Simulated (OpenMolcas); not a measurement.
Cr3+: effect of the metal basis

Cr3+ with 6 ligands (bromide) in octahedral coordination (Oh) at 2.52 Å. A charge of +0.5 e stands 2.6 Å behind each ligand.

- Program: OpenMolcas
- Method: CASSCF
- Spin-orbit coupling: RASSI with atomic mean-field integrals over the reference wave functions

Fixed: ligand basis ANO-RCC-VDZP, active space 3 electrons in 5 orbitals (3d), DKH2 Hamiltonian.

States (labels of O, the rotations of Oh). Energies in cm-1 above the lowest state or level, χT in cm3 K/mol.

| Run | Metal basis | Ground state | First state of that spin | First gap with spin-orbit (degeneracies) | χT at 300 K | First state of another spin | Cost |
| --- | --- | --- | --- | --- | --- | --- | --- |
| A | ANO-RCC-VDZP | 4A2 | 4T2 9826 | 9706 (4, 2) | 1.843 | 2E 18647 | roughly 120 core-seconds |
| B | ANO-RCC-VTZP | 4A2 | 4T2 9725 | 9608 (4, 2) | 1.843 | 2E 18966 | roughly 80 core-seconds |

Against A, the first state of the same spin changes by -1.0 % in B.

Costs are those of the RASSCF and RASSI steps.

Without dynamic correlation the repulsion within the d shell is too large (B by tens of per cent), so at a given field states of lower spin stand too high. Ligand-to-metal charge-transfer states are missing. With no ligand orbital active B as a rule stays too high, so bands that hang on it stand too high and its fall with covalency is understated. With metal d orbitals alone and no dynamic correlation the field as a rule comes out too small, by tens of per cent, by up to half for chloride and softer ligands. No measured value stands beside these numbers; the geometry is a model, was not optimised and need not be the one that this ion takes.
